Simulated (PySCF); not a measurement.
Species: C₄H₆F₂O.
SMILES: `C[C@]1(C(F)F)CO1`

Jobs on this species (13 atoms, 56 electrons) with PySCF (density fitting). Hardware of each: Arm Neoverse V2, one thread, shared host. Times come from a shared host and carry two figures at best. Peak memory is the resident size of the whole Python process, interpreter and libraries included.

Question: Rank these jobs by wall time, shortest first.
A. PBE/def2-SVPD; 10 singlets by full TDDFT, 4 Tamm–Dancoff triplets, polarisability, ΔSCF ions; 197 basis functions
B. PBE0/aug-cc-pVDZ; 10 singlets by full TDDFT, 4 Tamm–Dancoff triplets, polarisability; 215 basis functions
C. PBE0/pcSseg-0; shieldings, ring-centre shieldings, charges and field gradients; 75 basis functions
D. PBE0/def2-SVP; 10 singlets by full TDDFT, 4 Tamm–Dancoff triplets, polarisability; 128 basis functions
E. PBE0/def2-SVP; shieldings, ring-centre shieldings, charges and field gradients; 128 basis functions

Answer: C (5.6 s), E (11 s), D (20 s), B (41 s), A (1.7 min).

All jobs:

```tsv
level and settings	work	basis functions	SCF cycles	wall time	peak memory
PBE0/pcSseg-0	shieldings, ring-centre shieldings, charges and field gradients	75	12	5.6 s	0.49 GiB
PBE0/def2-SVP	shieldings, ring-centre shieldings, charges and field gradients	128	14	11 s	0.69 GiB
PBE0/def2-SVP	10 singlets by full TDDFT, 4 Tamm–Dancoff triplets, polarisability	128	14	20 s	0.69 GiB
PBE0/6-31+G*	10 singlets by full TDDFT, 4 Tamm–Dancoff triplets, polarisability	138	14	22 s	0.71 GiB
PBE0/aug-cc-pVDZ	10 singlets by full TDDFT, 4 Tamm–Dancoff triplets, polarisability	215	14	41 s	0.84 GiB
PBE0/def2-TZVP	10 singlets by full TDDFT, 4 Tamm–Dancoff triplets, polarisability	253	14	53 s	0.92 GiB
LDA/def2-SVPD	10 singlets by full TDDFT, 4 Tamm–Dancoff triplets, polarisability, ΔSCF ions	197	15	83 s	0.58 GiB
PBE/def2-SVPD	10 singlets by full TDDFT, 4 Tamm–Dancoff triplets, polarisability, ΔSCF ions	197	15	1.7 min	0.67 GiB
PBE0/def2-SVPD	10 singlets by full TDDFT, 4 Tamm–Dancoff triplets, polarisability, ΔSCF ions	197	14	2.1 min	0.84 GiB
```

Q: What do all jobs in the table cost together?

A: About 7.7 min; the longest takes about 27 % of that, and about 22 times as long as the shortest.
